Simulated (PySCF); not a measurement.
## `CC(=O)[C@H]1[C@@H](N)[C@@H]1F`, C5H8FNO

Geometry:
```
atom   x (Å)   y (Å)   z (Å)
  C1   2.378  -0.367   0.254
  C2   1.076   0.263  -0.158
  O3   0.989   1.407  -0.546
  C4  -0.106  -0.626  -0.052
  C5  -1.440  -0.047   0.417
  N6  -1.510   1.282   0.914
  C7  -1.244  -0.385  -1.025
  F8  -1.864  -1.481  -1.541
  H9   2.573  -1.243  -0.362
 H10   2.310  -0.690   1.290
 H11   3.191   0.346   0.144
 H12   0.092  -1.654   0.221
 H13  -2.060  -0.735   0.983
 H14  -0.831   1.875   0.443
 H15  -2.435   1.673   0.781
 H16  -1.124   0.390  -1.773
```

Method used: TDDFT PBE0/def2-SVPD circular dichroism and optical rotation, one conformer, gas phase (PySCF 2.14.0). Geometry: GFN2-xTB.

The molecule is flexible and this is one conformer; a measurement averages over conformers. States above about 6.8 eV lie in this functional's continuum (it starts at minus the energy of the highest occupied orbital, well below the true ionisation energy for most functionals) and depend on the basis.

Question: Draw the ECD and absorption spectra from the lowest 12 states, each a Gaussian of half-width 0.3 eV at 1/e height.

Answer: 
```
E (eV)  λ (nm)  Δε (L mol⁻¹ cm⁻¹)  ε (L mol⁻¹ cm⁻¹)
  4.05     306              +0.07              1.46
  4.15     299              +0.20               5.2
  4.25     292              +0.44              15.5
  4.35     285              +0.77              38.2
  4.45     279              +1.11              77.7
  4.55     272              +1.29               129
  4.65     267              +1.23               174
  4.75     261              +0.96               190
  4.85     256              +0.62               167
  4.95     250              +0.34               118
  5.05     245              +0.15              67.2
  5.15     241              +0.06              30.6
  5.25     236              +0.02              11.2
  5.35     232              +0.01              3.29
  5.45     227               0.00             0.903
  5.55     223              +0.01             0.989
  5.65     219              +0.05              4.24
  5.75     216              +0.18              16.9
  5.85     212              +0.58              54.3
  5.95     208              +1.49               140
  6.05     205              +3.05               294
  6.15     202              +5.00               507
  6.25     198              +6.54               754
  6.35     195              +6.78              1070
  6.45     192              +5.51              1640
  6.55     189              +3.33              2810
  6.65     186              +1.19              4780
  6.75     184              -0.39              7220
  6.85     181              -1.44              9150
  6.95     178              -2.31              9550
  7.05     176              -3.25              8230
  7.15     173              -4.12              6050
  7.25     171              -4.50              4140
  7.35     169              -4.09              3110
  7.45     166              -3.10              2860
  7.55     164              -2.06              2930
  7.65     162              -1.27              2870
  7.75     160              -0.62              2450
```
Δε uses R in velocity form, ε uses f in length form. Only the states computed contribute, so the short-wavelength end is incomplete.
